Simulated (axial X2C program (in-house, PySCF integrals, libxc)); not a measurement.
# HI⁺: from Re and ωe to a spectrum

A bond curve at the CCSD(T) level, 2c, was computed with an in-house all-electron X2C program for linear molecules (integrals from PySCF) (basis I dyall-cv3z [11s12p8d4f1g], H dyall-v3z [6s2p1d] (cores contracted in-house)) for the state Ω = 3/2 (⟨Sz⟩ = 0.50, ⟨Lz⟩ = 1.00 at HF). Its fit gives Re = 1.6368 Å, ωe = 2198.8 cm⁻¹, ωexe = 39 cm⁻¹ and αe = 1.733e-01 cm⁻¹; the masses are 126.9045 and 1.0078 u. Two-component means X2C with spin–orbit coupling and atomic mean-field Coulomb and Gaunt terms.

Correlated methods: 7 electrons correlated (number of frozen shells: I 4 s, 3 p, 2 d; H none), 179 virtual spin orbitals or spinors in MP2, 78 natural virtuals in coupled cluster.

Question: Find the reduced mass, Be and the force constant.

Answer: From the CCSD(T) values: μ = 0.9999 u. Be = 16.8576/(μ Re²) = 6.293 cm⁻¹. k = 5.8918×10⁻⁷ μ ωe² = 2.85 mdyn/Å.

Question: A Morse curve ties αe to the other constants (Pekeris). How well does that hold?

Answer: αe(Morse) = 6Be²/ωe × (√(ωexe/Be) − 1) = 1.610e-01 cm⁻¹; the CCSD(T) curve gives 1.733e-01 cm⁻¹, a ratio of 0.93.

Question: Scale the constants to the deuteride (D 2.0141 u) within the Born–Oppenheimer picture.

Answer: ρ = √(μH/μD) = 0.7101; ωe = 1561.5, ωexe = 19.7, Be = 3.174 cm⁻¹; the zero-point energy falls by 314 cm⁻¹.

Question: Estimate De from a Morse curve and compare with the computed well depth of 3.121 eV to I+ + H.

Answer: De(Morse) = ωe²/(4ωexe) = 3.842 eV against 3.121 eV computed, a ratio of 1.23. The extrapolation overshoots: the well softens faster than a Morse curve, or the lowest atomic limit lies below the one to which the curve heads.

Question: Where do the fundamental and the first overtone lie?

Answer: ν(1←0) = ωe − 2ωexe = 2120.8 cm⁻¹; ν(2←0) = 2ωe − 6ωexe = 4163.6 cm⁻¹.

Occupations by symmetry block were frozen at the best pattern of an incomplete PBE0 search. Dissociation energies refer to the lowest single-determinant-based atoms at the same level and basis. CCSD and (T) use frozen natural virtuals with an MP2 correction for the truncation; (T) itself is uncorrected, so its De runs slightly low.
